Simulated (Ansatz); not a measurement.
The cluster Nb4N4. Total charge 0; singlet. Geometry relaxed at r2SCAN-D4/def2-SVP.

```xyz
8

Nb   -0.448   -1.800    1.012
Nb    1.498   -0.569   -0.244
Nb    0.352    0.964    1.383
Nb    0.415    1.388   -1.455
N    -0.387   -1.467   -0.886
N    -0.187    2.237    0.090
N    -0.157   -0.471   -1.690
N    -1.087   -0.282    1.789
```

In the def2 sets Nb takes a core potential; there is no spin–orbit coupling. The restricted singlet is unstable towards broken spin symmetry at other levels; at r2SCAN-D4/def2-SVP this wasn't settled. At PBE0-D4/def2-TZVP a triplet of charge 0 lies 0.62 eV below the restricted singlet, each at its own geometry. The structure comes from a short search, and lower isomers may exist.

Problem. Estimate the harmonic wavenumbers at RKS r2SCAN-D4/def2-SVP (Ansatz, unscaled). Is this a minimum?

Solution. 107, 149, 164, 195, 246, 261, 281, 303, 306, 415, 491, 540, 577, 643, 685, 748, 781, 1254 cm⁻¹. Yes, no mode is imaginary beyond noise. Zero-point energy 48.7 kJ/mol. It took 6.5 min on 4 threads of Arm Neoverse V2 on a shared host.
